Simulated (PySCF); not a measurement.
From one molecule to another.

First species: C3H11NSi2.
Atom-mapped SMILES: `[CH3:1][Si@@H:2]1[CH2:3][CH2:4][SiH2:5][NH:6]1` (hydrogens: H7, H8, H9 on C1; H10 on Si2; H11, H12 on C3; H13, H14 on C4; H15, H16 on Si5; H17 on N6)

Structure used (PBE0-D3(BJ)/def2-SVP), in Å, numbered top down from 1:
```
atom  x, y, z in Å
C1     2.5433    0.2331    0.0803
Si2    0.8189   -0.2932    0.5919
C3    -0.1983   -1.0593   -0.8089
C4    -1.6857   -0.7367   -0.5635
Si5   -1.7915    1.0032    0.1767
N6    -0.2294    1.0615    0.9478
H7     3.1518   -0.6420   -0.1988
H8     3.0650    0.7485    0.9022
H9     2.5022    0.9177   -0.7811
H10    0.9511   -1.2352    1.7556
H11    0.1428   -0.5869   -1.7475
H12   -0.0218   -2.1413   -0.9243
H13   -2.2958   -0.8503   -1.4742
H14   -2.1073   -1.4326    0.1823
H15   -2.9315    1.1542    1.1381
H16   -1.9726    2.0688   -0.8653
H17    0.0447    1.8142    1.5687
```

Second species: C8H7BrO2.
SMILES: `COC(=O)c1ccc(Br)cc1`

Levels: CAM-B3LYP/def2-SVPD for HOMO energy, LUMO energy, HOMO–LUMO gap and static isotropic polarisability; TDDFT CAM-B3LYP/def2-SVPD for lowest singlet excitation; TDA CAM-B3LYP/def2-SVPD for lowest triplet excitation (Tamm–Dancoff). Geometries: PBE0-D3(BJ)/def2-SVP. Each species is one conformer at its optimised geometry, gas phase, non-relativistic unless stated; the electronic structure was computed with PySCF and density fitting.

Dipoles, sizes and rotational constants follow the conformer. The torsions of the flexible species, by atom-mapped SMILES:
- `[CH3:1][O:2][C:3](=[O:4])[c:5]1[cH:6][cH:7][c:8]([Br:9])[cH:10][cH:11]1`: C1–O2–C3–O4 0°, O2–C3–C5–C6 -179°

The conformers of `C[Si@@H]1CC[SiH2]N1` aren't listed.

(1) Which of the two has the higher HOMO energy, and by how much?

(2) Which of the two has the higher T1 energy, and by how much?

(3) Which of the two has the higher S1 energy, and by how much?

(4) Which has the higher LUMO energy?

(5) Which has the higher HOMO–LUMO gap?

(6) Which has the higher static isotropic polarisability?

Answers

(1) The first: -8.44 eV against -8.54 eV, a difference of 0.10 eV.

(2) The first: 6.04 eV against 3.67 eV, a difference of 2.37 eV.

(3) The first: 6.35 eV against 5.09 eV, a difference of 1.26 eV.

(4) The first: 1.13 eV against -0.67 eV, a difference of 1.80 eV.

(5) The first: 9.57 eV against 7.87 eV, a difference of 1.70 eV.

(6) The second: 125.2 au against 92.6 au, a difference of 32.6 au.

On the first: S1 lies 3.22 eV below the HOMO–LUMO gap; its leading configuration is HOMO→LUMO, weight 0.74. The principal polarisabilities are 82.5, 88.8 and 106.4 au; their mean is the isotropic value.

On the second: The principal polarisabilities are 74.0, 116.4 and 185.1 au; their mean is the isotropic value. In wavenumbers S1 is 41100 cm⁻¹ (1 eV = 8065.54 cm⁻¹). Relativistic effects, spin–orbit coupling among them, are left out although an element past zinc is present.
